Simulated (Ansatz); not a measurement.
**Abstraction of F: C2HF3Si + C2H2F → C2HF2Si + C2H2F2**

Species: C2HF3Si `C#C[Si](F)(F)F`, singlet; C2H2F `C=[C]F`, doublet; C2HF2Si `C#C[Si](F)F`, doublet; C2H2F2 (vinylidene fluoride) `C=C(F)F`, singlet. A radical takes F: the energy is the difference in strength between the Si–F bond broken and the C–F bond made.

Shapes, held fixed at every level: PBE0-D4/def2-TZVP. Programs: Ansatz 0.2.0. The zero-point and thermal change to 298 K, harmonic and unscaled (PBE0-D4/def2-TZVP), is +3.6 kJ/mol.

```tsv
level	kind	ΔH(298 K) (kJ/mol)
HF/def2-SVP	Hartree–Fock	+153.0
HF/def2-TZVPP	Hartree–Fock	+179.5
SPW92/def2-TZVPP	LDA	+103.0
PBE-D4/def2-TZVPP	GGA	+115.9
B3LYP-D4/def2-TZVPP	global hybrid	+139.6
BHLYP-D4/def2-TZVPP	global hybrid	+154.0
PBE0-D4/def2-TZVPP	global hybrid	+128.0
B2PLYP/def2-TZVPP	double hybrid	+145.1
```

B2PLYP/def2-TZVPP gives ΔH(298 K) = +145.1 kJ/mol; the levels span +103.0 to +179.5. The median of the levels is +142.4. No measured value is set beside it here. Spin contamination: C2H2F (⟨S²⟩ up to 0.93). Open shells run unrestricted.
